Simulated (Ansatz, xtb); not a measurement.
**Two isomers of C5H6FN3**

Structure I: `Cc1ncnc(CF)n1`, a singlet. Structure II: `NCc1cnc(F)nc1`, a singlet. Both are isolated molecules in the gas phase, relaxed with B3LYP-D3(BJ)/def2-SVP; the shapes shown needn't be the lowest conformers.

I (Å):

```yaml
atoms:
  - { symbol: C, position_ang: [0.3201, 2.5678, -1.4189] }
  - { symbol: C, position_ang: [0.6347, 1.1751, -0.9671] }
  - { symbol: C, position_ang: [1.2570, -0.2784, 0.6450] }
  - { symbol: C, position_ang: [0.7716, -1.0366, -1.4114] }
  - { symbol: C, position_ang: [0.6525, -2.2170, -2.3451] }
  - { symbol: F, position_ang: [0.2596, -1.8543, -3.5996] }
  - { symbol: N, position_ang: [1.0129, 0.9875, 0.3043] }
  - { symbol: N, position_ang: [1.1558, -1.3307, -0.1619] }
  - { symbol: N, position_ang: [0.5019, 0.1826, -1.8620] }
  - { symbol: H, position_ang: [-0.7725, 2.7200, -1.3875] }
  - { symbol: H, position_ang: [0.7898, 3.3034, -0.7543] }
  - { symbol: H, position_ang: [0.6386, 2.7121, -2.4603] }
  - { symbol: H, position_ang: [1.5697, -0.4666, 1.6799] }
  - { symbol: H, position_ang: [-0.0727, -2.9304, -1.9134] }
  - { symbol: H, position_ang: [1.6320, -2.7268, -2.3883] }
```

II (Å):

```
atom    x (Å)    y (Å)    z (Å)
   C   0.8557  -0.4934   0.3271
   C  -0.0121   0.7379   0.1805
   C  -1.0947   0.7975  -0.7075
   C  -1.4606   2.9488  -0.1759
   C   0.2407   1.9277   0.8764
   F  -2.1735   4.0488  -0.3600
   N   1.9911  -0.5706  -0.5880
   N  -1.8230   1.8994  -0.8914
   N  -0.4788   3.0371   0.7030
   H   1.6675  -0.5420  -1.5556
   H   2.5952   0.2438  -0.4706
   H   1.2389  -0.5445   1.3597
   H   0.2342  -1.3928   0.1842
   H  -1.3872  -0.0865  -1.2886
   H   1.0560   1.9813   1.6092
```

Problem. Estimate E(II) − E(I) at the level CCSD(T)/def2-SVP + ΔMP2/def2-TZVPP.

Solution. Too close to call at this level: CCSD(T)/def2-SVP + ΔMP2/def2-TZVPP gives E(II) − E(I) = +1.49 kcal/mol.

Level by level:

```tsv
level	geometry	E(II) − E(I) (kcal/mol)	departure from the last row (kcal/mol)	job, with rough time for the two
B3LYP-D3(BJ)/def2-SVP	B3LYP-D3(BJ)/def2-SVP	+1.00	−0.49	optimisation, 3 min
HF/def2-SVP	B3LYP-D3(BJ)/def2-SVP	+7.22	+5.73	part of the CCSD(T) run
MP2/def2-SVP	B3LYP-D3(BJ)/def2-SVP	+0.92	−0.57	part of the CCSD(T) run
CCSD(T)/def2-SVP	B3LYP-D3(BJ)/def2-SVP	+3.34	+1.85	single point
CCSD(T)/def2-SVP + ΔMP2/def2-TZVPP	B3LYP-D3(BJ)/def2-SVP	+1.49		single point, 2.5 min
```

As drawn, II has 1 C–N, 2 C∷C, 2 N–H in place of 1 C–C, 2 C∷N, 2 C–H (∷ is an aromatic bond).

The largest departure from CCSD(T)/def2-SVP + ΔMP2/def2-TZVPP is that of HF/def2-SVP, 5.73 kcal/mol. Levels run at GFN2-xTB geometries aren't shown. The last row adds to CCSD(T) the change of the MP2 difference between the two basis sets, here −1.85 kcal/mol.

With thermal terms from frequencies at re-optimised GFN2-xTB minima (ideal gas, soft modes damped towards free rotors, one conformer each, 298.15 K, 1 atm): on the last row, ΔE + ΔZPE = +2.81, ΔH = +2.40, ΔG = +3.56 kcal/mol.

The correlated steps freeze 9 core orbitals. Codes used: Ansatz 0.2.0, xtb 6.7.1; the last row on 4 threads of Arm Neoverse V1 on a shared host.
